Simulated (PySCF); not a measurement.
Level of theory: ωB97X-D3(BJ)/def2-TZVP // PBE0-D3(BJ)/def2-TZVP in PySCF 2.14.0. Gas-phase values, no solvent. Delta-SCF ions had no search for a lower state. 

Reference species (SMILES): `[GeH4]` (neutral, multiplicity 1).

```yaml
HOMO–LUMO gap: 15.22 eV
vertical ionisation energy (Delta-SCF): 12.55 eV
```

Changed species: `[Cl][GeH2][Cl]` (2 of 4 H replaced by Cl; the reference has 0 of 4 H replaced by Cl).

Question: What does the change do to the HOMO–LUMO gap and vertical ionisation energy (Delta-SCF)?

Answer: the HOMO–LUMO gap falls by 2.29 eV, to 12.93 eV; the vertical ionisation energy (Delta-SCF) falls by 0.86 eV, to 11.69 eV.
